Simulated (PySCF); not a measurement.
C7H6N2.
Geometry (PBE0-D3(BJ)/def2-SVP, Å), atoms numbered from 1 in this order:
```
atom  x, y, z in Å
C1     2.7648   -0.6224    0.2501
N2     1.6876   -0.8114    0.8943
C3     0.4630   -0.4760    0.3846
C4     0.0572    0.6986   -0.2042
C5     0.8827    1.8232   -0.4685
N6     1.5490    2.7480   -0.6906
C7    -1.3828    0.6240   -0.4679
C8    -1.8522   -0.5671   -0.0455
C9    -0.7377   -1.3541    0.5613
H10    2.7913   -0.2598   -0.7928
H11    3.7238   -0.8319    0.7416
H12   -1.9516    1.4248   -0.9408
H13   -2.8789   -0.9231   -0.1285
H14   -0.8904   -1.5428    1.6393
H15   -0.5977   -2.3481    0.0987
```

Linear response at CAM-B3LYP/def2-SVPD (PySCF, frozen core in the response, non-relativistic). The structure is a single PBE0-D3(BJ)/def2-SVP conformer in the gas phase; no vibrational or solvent corrections.

Static isotropic polarisability: 94.67 au (14.03 Å³), principal values 58.5, 107.1, 118.4 au.

Question: What is the polarisability at 1064 nm and at the sodium D line?

Answer: 96.25 au at 1064 nm (+1.7 %), 100.65 au at 589.3 nm (+6.3 %). The rise at 589.3 nm is 3.77 times that at 1064 nm; a pure ω² law gives 3.26. The lowest singlet lies at 329 nm, shorter than both wavelengths.

Question: What is the isotropic C6 coefficient between two such molecules, C6 = (3/π)∫α(iω)² dω?

Answer: 3261 au (Eh·bohr⁶) by a ten-point quadrature over imaginary frequencies, which is 1950 eV·Å⁶ or 188 J·nm⁶/mol.

Question: Which effective excitation energy ω̄ makes London's formula C6 = (3/4)α²ω̄ exact here?

Answer: ω̄ = 4·C6/(3α²) = 0.485 Eh = 13.2 eV. A one-pole form α(ω) = α/(1 − ω²/ω̄²) fitted to the 1064 nm value gives 9.1 eV.

Question: What n − 1 at the D line would an ideal gas of it have at 273.15 K and 1 atm (2.6868 × 10¹⁹ cm⁻³), by n − 1 = 2π·N·α′?

Answer: 25.18 × 10⁻⁴, a formal value whether or not that pressure can be reached.

Question: The lowest 6 singlets have (eV, f): 3.76, 0.113; 4.96, 0.047; 5.43, 0.011; 6.03, 0.005; 6.18, 0.024; 6.29, 0.012. What share of the static polarisability do they carry in the sum over states α = Σ f/ω²?

Answer: 8.40 au, 8.9 % of α; the largest term, 5.92 au, is that of the state at 3.76 eV. Their oscillator strengths add up to 0.21. Higher states carry the rest.

Question: What three-body coefficient follows from the one-pole estimate C9 = (3/4)·α·C6?

Answer: 232000 au. This is an estimate from the two numbers above, not a computed integral.

Question: How anisotropic is the static polarisability, by Δα² = ½[(α1 − α2)² + (α2 − α3)² + (α3 − α1)²]?

Answer: Δα = 55.1 au, or 0.58 of the isotropic value.

The run took 57 s on one thread, Intel Xeon Platinum 8488C (x86_64), no GPU, shared host with 192 logical CPUs at a one-minute load of 89, and the process peaked at 1.2 GiB of memory. This is the whole response run at CAM-B3LYP/def2-SVPD, SCF included.
